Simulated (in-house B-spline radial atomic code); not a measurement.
# Response and correlation of the rhenium ion Re⁶¹⁺

Closed shell [Ne] 3s2 (3p1/2)2. Computed with an all-electron radial atomic-structure program (B-spline basis): Dirac-Hartree-Fock, relativistic RPA (time-dependent Dirac-Hartree-Fock) for the response and second-order many-body perturbation theory for correlation, no-pair Dirac-Coulomb Hamiltonian, finite nucleus.

The shells are closed in jj coupling only; the real ground state mixes other jj configurations.

| multipole (bohr³, bohr⁵, bohr⁷) | uncoupled | coupled RPA |
| --- | --- | --- |
| dipole | 0.0020581 | ? |
| quadrupole | 5.6921e-05 | 6.5536e-05 |
| octupole | 1.3106e-06 | 1.3916e-06 |

What is the coupled dipole polarisability?

0.0020993 atomic units, +2 % against the uncoupled value.

Which subshells carry the dipole polarisability?

3s1/2 59.1 %, 3p1/2 39.7 %, 2p3/2 0.9 %.

What does the dipole shielding factor come to?

The dipole shielding factor is 0.187, against the exact N/Z = 14/75 = 0.187 of the non-relativistic theorem.

Dipole polarisability at imaginary frequency:

```
u (Eh)  α(iu) (bohr³)
     0       0.002099
  24.4       0.001074
  73.2      0.0003061
   146      0.0001387
   244      7.671e-05
   488      3.107e-05
   976       1.04e-05
  2440      1.977e-06
```

What dispersion coefficients follow for two such ions (the dispersion part alone)?

C6 = (3/π)∫α(iu)²du = 8.76e-05 hartree·bohr⁶ and C8 = 1.471e-05 hartree·bohr⁸.

Lowest J = 1 odd-parity excitations:

| energy (eV) | oscillator strength | leading channel | weight |
| --- | --- | --- | --- |
| 578.33 | 0.179 | 3s1/2 → p3/2 | 0.819 |
| 645.51 | 0.871 | 3p1/2 → d3/2 | 0.839 |
| 3068.1 | 0.0799 | 3p1/2 → s1/2 | 0.998 |
| 3315.4 | 0.382 | 3s1/2 → p1/2 | 0.979 |
| 3396.8 | 0.589 | 3p1/2 → d3/2 | 0.979 |
| 3481 | 0.253 | 3s1/2 → p3/2 | 0.998 |
| 4485.1 | 0.0189 | 3p1/2 → s1/2 | 0.999 |
| 4645.7 | 0.239 | 3p1/2 → d3/2 | 0.984 |

Second-order correlation energy by the highest angular momentum of the excited pair (hartree): s -0.02599, p -0.2294, d -0.378, f -0.08349, g -0.02831, h -0.01053, i -0.004791, k -0.002478.

What is the second-order correlation energy at the partial-wave limit?

The listed waves sum to -0.76294 hartree; extrapolating the increments as (l + 1/2)⁻⁴ gives -0.768 hartree, -1.49 eV per electron.
